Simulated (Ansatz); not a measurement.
The cluster AlNi2⁻. The state is a singlet with charge -1. Geometry PBE-D4/def2-TZVPD.

```xyz
3

Ni   -0.6788    1.0131    0.4475
Ni   -0.6629   -1.0754   -0.3060
Al    1.3417    0.0622   -0.1415
```

At HF/def2-TZVPD, r2SCAN-D4/def2-TZVPD, PBE0-D4/def2-TZVPD the restricted singlet is unstable: a solution with broken spin symmetry lies lower. At r2SCAN-D4/def2-TZVPD, B97M-V/def2-TZVPD the highest occupied level of the charge -1 singlet lies above zero (up to 0.93 eV). Its loss leaves the charge 0 doublet, which lies 1.06 eV higher (vertical, at r2SCAN-D4/def2-TZVPD), but this difference is unsure: the doublet is doubtful (geometry relaxed on an unsound state). The restricted singlet is unstable towards broken spin symmetry at other levels; at B97M-V/def2-TZVPD, PBE0-D4/def2-SVPD this wasn't settled. The geometry of the singlet was relaxed on an unsound state (restricted singlet, unstable towards broken spin symmetry). At PBE0-D4/def2-TZVPD a triplet of charge -1 lies 1.00 eV below the restricted singlet, each at its own geometry. The structure comes from a short search, and lower isomers may exist.

Problem. Estimate the orbital energies around the gap (eV) in Ansatz with HF/def2-TZVPD, r2SCAN-D4/def2-TZVPD, B97M-V/def2-TZVPD, PBE0-D4/def2-SVPD, PBE0-D4/def2-TZVPD.

Solution. 
```
orbital  HF/def2-TZVPD  r2SCAN-D4/def2-TZVPD  B97M-V/def2-TZVPD  PBE0-D4/def2-SVPD  PBE0-D4/def2-TZVPD
 HOMO−9         -12.52                 -0.75              -0.92              -1.73               -1.76
 HOMO−8         -11.73                 -0.49              -0.68              -1.41               -1.57
 HOMO−7         -10.97                 -0.16              -0.14              -0.97               -1.02
 HOMO−6         -10.93                  0.28               0.15              -0.77               -0.97
 HOMO−5         -10.46                  0.32               0.17              -0.69               -0.83
 HOMO−4         -10.36                  0.41               0.33              -0.63               -0.66
 HOMO−3          -8.71                  0.45               0.33              -0.55               -0.54
 HOMO−2          -2.87                  0.66               0.49              -0.33               -0.42
 HOMO−1          -2.27                  0.88               0.66              -0.06               -0.13
   HOMO          -1.77                  0.93               0.82              -0.01               -0.02
   LUMO           3.88                  1.26               1.07               2.28                2.21
 LUMO+1           4.48                  1.98               1.84               2.47                2.56
 LUMO+2           4.59                  2.41               2.08               2.80                2.78
 LUMO+3           5.09                  3.08               2.78               3.50                3.49
 LUMO+4           5.63                  3.57               3.22               3.86                3.97
 LUMO+5           5.76                  4.18               3.77               4.51                4.42
```
